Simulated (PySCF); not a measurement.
Ga(H)2(Et) (C₂H₇Ga), SMILES C[CH2][GaH2].

Geometry optimised at B3LYP-D3(BJ)/def2-SVP. The structure was generated by enumeration; whether it is a known compound was not checked.

These are IEF-PCM-B3LYP/def2-SVP (PySCF 2.14.0) values and carry that method's errors.

The values are the electrostatic part of the solvation free energy, E(continuum) − E(gas) at the gas-phase geometry, in a cavity of scaled van der Waals radii (PySCF's table); cavitation and dispersion terms are not included. A continuum can't describe solvent molecules that bind to the metal. In vacuum the orbital gap is 5.62 eV. The dipole moment in vacuum is 0.77 D.

Computed values in water (ε = 78.36), acetone (ε = 20.49), tetrahydrofuran (ε = 7.43):
| solvent | ε | ΔG(elec) (kcal/mol) | dipole (D) | gap (eV) |
|---|---|---|---|---|
| water | 78.36 | -2.4 | 1.01 | 5.83 |
| acetone | 20.49 | -2.3 | 0.99 | 5.82 |
| tetrahydrofuran | 7.43 | -2.0 | 0.96 | 5.79 |
